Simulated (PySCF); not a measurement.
**Pt+ (platinum, charge +1): UHF calculation**

Configuration: [Xe] 4f14 5d9, 2D determinant. Calculation: PySCF 2.14, in def2-SVPD with the def2 core potential (60 electrons) (6s4p2d1f, 35 functions); scalar relativity through the core potential.

```json
{
 "Total energy": "-118.115066 hartree",
 "One-electron energy": "-203.1370 hartree",
 "Hartree (Coulomb) energy": "95.7195 hartree",
 "Exchange energy": "-10.6976 hartree",
 "⟨S²⟩": "0.8966",
 "⟨L²⟩": "6.497",
 "Sum of ⟨r⟩": "23.66 bohr",
 "Sum of ⟨r²⟩": "39.46 bohr²",
 "Traceless quadrupole moment −½Σ⟨3z² − r²⟩ along its main axis": "-0.593 e·bohr²"
}
```

```json
{"shell": "5s α", "electrons": "1", "mean orbital energy (eV)": "-129.78", "spread (eV)": "0", "rms radius, mean of both spins (bohr)": "1.04"}
{"shell": "5s β", "electrons": "1", "mean orbital energy (eV)": "-128.30", "spread (eV)": "0", "rms radius, mean of both spins (bohr)": "1.04"}
{"shell": "5p α", "electrons": "3", "mean orbital energy (eV)": "-78.500", "spread (eV)": "1.571", "rms radius, mean of both spins (bohr)": "1.20"}
{"shell": "5p β", "electrons": "3", "mean orbital energy (eV)": "-76.467", "spread (eV)": "1.067", "rms radius, mean of both spins (bohr)": "1.20"}
{"shell": "5d α", "electrons": "5", "mean orbital energy (eV)": "-20.143", "spread (eV)": "2.089", "rms radius, mean of both spins (bohr)": "1.78"}
{"shell": "5d β", "electrons": "4", "mean orbital energy (eV)": "-19.204", "spread (eV)": "0.925", "rms radius, mean of both spins (bohr)": "1.78"}
```

Energies and moments cover only the electrons outside the core potential. Spin-orbit coupling, absent here, splits the open shell strongly. ⟨S²⟩ = 0.90 against 0.75 shows spin contamination.
